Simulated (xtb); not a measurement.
FGa (SMILES [F][Ga]), singlet, geometry from GFN2-xTB (such geometries of metal compounds can be far from the true shape); GFN2-xTB with GBSA(toluene) (xtb).

Here is a job for xtb.
```
$ xtb mol.xyz --gfn 2 --gbsa toluene --json

# file mol.xyz
2

Ga    -0.00000000    -0.00000000    -0.40479707
F      0.00000000     0.00000000     1.39430103
```

Task: Predict the main parts of the log of this xtb run.

Result: 
```
   ID    Z sym.   atoms
    1   31 Ga     1
    2    9 F      2

           -------------------------------------------------
          |                Calculation Setup                |
           -------------------------------------------------

           -------------------------------------------------
          |                 G F N 2 - x T B                 |
           -------------------------------------------------

      * Solvation model:               GBSA
        Solvent                        toluene
        Parameter file                 internal GFN2-xTB/GBSA
        Dielectric constant                7.0000E+00
        Reference state                gsolv [1 M gas/solution]
        Free energy shift                  4.5239E-03 Eh       2.8388E+00 kcal/mol
        Temperature                        2.9815E+02 K
        Density                            8.6700E-01 kg/L
        Solvent mass                       9.2140E+01 g/mol
        Interaction kernel             Still
        Born radius scaling (c1)           1.5686E+00
        Born radii integrator          GBOBC
        Born offset                        0.0000E+00 a0       0.0000E+00 AA
        H-bond correction              false
        Ion screening                  false
        Surface tension                    1.0000E-05 Eh       1.5569E+01 dyn/cm
        Grid points                               230 per atom

          ...................................................
          :                      SETUP                      :
          :.................................................:
          :  # basis functions                  14          :
          :  # atomic orbitals                  13          :
          :  # shells                            5          :
          :  # electrons                        10          :
          :  max. iterations                   250          :
          :  Hamiltonian                  GFN2-xTB          :
          :  restarted?                      false          :
          :  GBSA solvation                   true          :
          :  PC potential                    false          :
          :  electronic temp.          300.0000000     K    :
          :  accuracy                    1.0000000          :
          :  -> integral cutoff          0.2500000E+02      :
          :  -> integral neglect         0.1000000E-07      :
          :  -> SCF convergence          0.1000000E-05 Eh   :
          :  -> wf. convergence          0.1000000E-03 e    :
          :  Broyden damping             0.4000000          :
          :  net charge                          0          :
          :  unpaired electrons                  0          :
          ...................................................

 iter      E             dE          RMSdq      gap      omega  full diag
   1     -6.0465209 -0.604652E+01  0.182E+01    7.41       0.0  T
   2     -6.0475305 -0.100957E-02  0.124E+01    7.12       1.0  T
   3     -6.0477021 -0.171640E-03  0.151E+00    6.25       1.0  T
   4     -6.0481348 -0.432685E-03  0.165E+00    6.59       1.0  T
   5     -6.0481438 -0.902398E-05  0.454E-01    6.56       1.0  T
   6     -6.0481486 -0.476931E-05  0.108E-01    6.59       1.0  T
   7     -6.0481489 -0.310366E-06  0.198E-02    6.60       3.6  T
   8     -6.0481489 -0.673699E-08  0.863E-03    6.60       8.2  T
   9     -6.0481489 -0.185652E-08  0.277E-05    6.60    2553.5  T
  10     -6.0481489 -0.266454E-14  0.364E-05    6.60    1943.7  T

   *** convergence criteria satisfied after 10 iterations ***

         :::::::::::::::::::::::::::::::::::::::::::::::::::::
         ::                     SUMMARY                     ::
         :::::::::::::::::::::::::::::::::::::::::::::::::::::
         :: total energy              -6.046063715123 Eh    ::
         :: total w/o Gsasa/hb        -6.043216537594 Eh    ::
         :: gradient norm              0.007868862349 Eh/a0 ::
         :: HOMO-LUMO gap              6.597371832057 eV    ::
         ::.................................................::
         :: SCC energy                -6.048148927942 Eh    ::
         :: -> isotropic ES            0.033825409687 Eh    ::
         :: -> anisotropic ES          0.002987169540 Eh    ::
         :: -> anisotropic XC         -0.000423170466 Eh    ::
         :: -> dispersion             -0.000383372102 Eh    ::
         :: -> Gsolv                  -0.008607371425 Eh    ::
         ::    -> Gelec               -0.005760193897 Eh    ::
         ::    -> Gsasa               -0.007371057401 Eh    ::
         ::    -> Ghb                  0.000000000000 Eh    ::
         ::    -> Gshift               0.004523879872 Eh    ::
         :: repulsion energy           0.002085212819 Eh    ::
         :: add. restraining           0.000000000000 Eh    ::
         :: total charge              -0.000000000000 e     ::
         :::::::::::::::::::::::::::::::::::::::::::::::::::::

           -------------------------------------------------
          |                Property Printout                |
           -------------------------------------------------

    * Orbital Energies and Occupations

         #    Occupation            Energy/Eh            Energy/eV
      -------------------------------------------------------------
         1        2.0000           -0.7643534             -20.7991
         2        2.0000           -0.5026483             -13.6778
         3        2.0000           -0.4702424             -12.7959
         4        2.0000           -0.4702424             -12.7959
         5        2.0000           -0.4249543             -11.5636 (HOMO)
         6                         -0.1825053              -4.9662 (LUMO)
         7                         -0.1825053              -4.9662
         8                         -0.0987970              -2.6884
         9                         -0.0311335              -0.8472
        10                         -0.0311335              -0.8472
        11                          0.0356996               0.9714
        12                          0.0356996               0.9714
        13                          0.6495138              17.6742
      -------------------------------------------------------------
                  HL-Gap            0.2424490 Eh            6.5974 eV
             Fermi-level           -0.3037298 Eh           -8.2649 eV

     #   Z          covCN         q      C6AA      α(0)
     1  31 Ga       0.691     0.416   324.824    46.085
     2   9 F        0.691    -0.416    13.737     4.376

 Mol. C6AA /au·bohr⁶  :        443.203983
 Mol. C8AA /au·bohr⁸  :      41340.713929
 Mol. α(0) /au        :         50.460951

Wiberg/Mayer (AO) data.
largest (>0.10) Wiberg bond orders for each atom

 ---------------------------------------------------------------------------
     #   Z sym  total        # sym  WBO       # sym  WBO       # sym  WBO
 ---------------------------------------------------------------------------
     1  31 Ga   1.055 --     2 F    1.055
     2   9 F    1.055 --     1 Ga   1.055
 ---------------------------------------------------------------------------

Topologies differ in total number of bonds
Writing topology from bond orders to xtbtopo.mol

molecular dipole:
                 x           y           z       tot (Debye)
 q only:        0.000       0.000      -1.413
   full:        0.000      -0.000      -1.495       3.801
molecular quadrupole (traceless):
                xx          xy          yy          xz          yz          zz
 q only:        1.321       0.000       1.321       0.000       0.000      -2.643
  q+dip:        1.389       0.000       1.389       0.000      -0.000      -2.778
   full:        2.554       0.000       2.554       0.000      -0.000      -5.108

           -------------------------------------------------
          | TOTAL ENERGY               -6.046063715123 Eh   |
          | GRADIENT NORM               0.007868862349 Eh/α |
          | HOMO-LUMO GAP               6.597371832057 eV   |
           -------------------------------------------------

normal termination of xtb
```
